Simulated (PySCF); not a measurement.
Compound: Cu(PH3)(SH) (singlet state).
Structure used (PBE0-D3(BJ)/def2-SVP), in Å, numbered top down from 1:
```xyz
7
CuH4PS angstrom
Cu     0.1629    0.0796   -0.9216
P      0.1494    0.0520    1.2698
H     -0.8589    0.7532    1.9820
H      1.2720    0.5694    1.9669
H      0.0456   -1.1831    1.9624
S      0.2369    0.1238   -3.0693
H     -1.0079   -0.3950   -3.1902
```

Computed at PBE0/pcSseg-1 (pcSseg-2 on Cu) (PySCF, non-relativistic), with Q(63Cu) = −0.22 b, Q(33S) = −0.0678 b: Cu1, 63Cu (I = 3/2): χzz = 46.65 MHz, η = 0.523; S6, 33S (I = 3/2): χzz = -31.43 MHz, η = 0.770.

Q: Where would the pure quadrupole (NQR) lines of 63Cu at Cu1 fall for the rigid, isolated species?

A: From ν = (|χ|/2)√(1 + η²/3): ν = 24.37 MHz (copper bonded to P and S).

Q: Find the zero-field quadrupole resonance frequencies of 33S at S6.

A: From ν = (|χ|/2)√(1 + η²/3): ν = 17.19 MHz (sulfur bonded to Cu and H).

In a crystal, neighbours and librations shift these lines. A larger basis could move these couplings by a tenth or more. Field gradients at transition-metal nuclei can change strongly with the functional.
